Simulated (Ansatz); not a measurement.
```yaml
crystal:
  periodic: [false, false, false]
  atoms:
    - {symbol: F, position_ang: [0.959133, 2.030710, 2.002826]}
    - {symbol: C, position_ang: [1.165627, 0.947248, 1.178981]}
    - {symbol: C, position_ang: [0.013019, 0.602227, 0.432015]}
    - {symbol: F, position_ang: [-0.381430, 1.651454, -0.472292]}
    - {symbol: C, position_ang: [0.132876, -0.627541, -0.385940]}
    - {symbol: C, position_ang: [-1.145046, -1.082781, -1.188165]}
    - {symbol: F, position_ang: [-0.907821, -2.130384, -1.886091]}
    - {symbol: F, position_ang: [-2.128593, -1.309679, -0.236721]}
    - {symbol: H, position_ang: [1.572261, 0.151511, 1.785443]}
    - {symbol: H, position_ang: [1.996131, 1.282201, 0.485973]}
    - {symbol: H, position_ang: [-0.933512, 0.582701, 1.094347]}
    - {symbol: H, position_ang: [0.302196, -1.443299, 0.244456]}
    - {symbol: H, position_ang: [0.936397, -0.503342, -1.137482]}
    - {symbol: H, position_ang: [-1.527684, -0.177683, -1.872581]}
basis:
  gaussian: {orbitals: "6-31++G**", fitting: {mean_field: cc-pVTZ-jkfit}}
magnetization: {spin_polarized: true, initial_magnetization: 1}
hamiltonian: {xc: {name: HF}, pseudopotentials: {relativity: none}}
correlation: {method: ccsd_t, diis_vectors: 4}
```

```sh
$ ansatz run in.yaml --threads 2 --pin off --events-out ev --progress --plain --max-ram 32768MiB --backend cuda --devices 0, --max-vram 18GiB
```

Output, abridged:

```
Error: a molecule whose nuclei and cores have a total charge of 66 cannot have a net charge of 0 together with 1 unpaired electrons
```

In this input the number of unpaired electrons doesn't fit the electron count. The program refused the input.
